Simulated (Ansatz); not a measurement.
Born–Oppenheimer molecular dynamics of C2H7NOSi (12 atoms, charge 0, multiplicity 1). It starts at the highest image of a converged band, a first-order saddle point between two minima.

Computed with RKS B3LYP-D4/def2-SVP (Ansatz 0.2.0).

```
ensemble                      : NVE (velocity Verlet)
time step                     : 0.5 fs
steps asked                   : 200
starting velocities drawn for : 100 K
seed                          : 11889
```

First frame:

```xyz
12
Properties=species:S:1:pos:R:3
C -2.215 -0.608 0.811
C -1.338 0.173 0.176
O -0.179 0.619 0.729
Si 1.383 0.132 0.322
N 1.828 0.349 -1.327
H -3.149 -0.892 0.322
H -2.022 -0.962 1.826
H -1.527 0.528 -0.848
H 1.506 -1.322 0.611
H 2.234 0.989 1.178
H 1.980 1.269 -1.727
H 1.577 -0.330 -2.039
```

(1) How far do the bonds stretch over the last three quarters of this one trajectory? (Pairs bonded in most of those frames.)

## Answers

(1) 
```
   bond  mean (Å)  spread (Å)  shortest  longest
  C1–C2     1.336       0.012      1.32     1.35
  C1–H6     1.093       0.016      1.07     1.12
  C1–H7     1.093       0.017      1.07     1.12
  C2–O3     1.362       0.013      1.34     1.39
  C2–H8     1.102       0.023      1.07     1.13
 O3–Si4     1.694       0.017      1.66     1.72
 Si4–N5     1.720       0.005      1.71     1.73
 Si4–H9     1.488       0.002      1.48     1.49
Si4–H10     1.482       0.001      1.48     1.48
 N5–H11     1.014       0.003      1.01     1.02
 N5–H12     1.014       0.004      1.01     1.02
```

Mean temperature of the second half: 53 K. The conserved energy stayed within 0.072 meV per atom of its start (net change 0.066 meV per atom), so the integration is sound. The temperature averaged 0.53 of the 100 K drawn at the start: a run that starts near a minimum puts about half its kinetic energy into the potential. A run of 0.1 ps of so small a system gives no equilibrium averages. The orbitals stay closed-shell, which can raise the energy where a bond breaks towards radicals; this wasn't checked here.

Run time: 7.2 min on 2 threads of Arm Neoverse V2, on a shared host, peak memory 0.23 GiB.
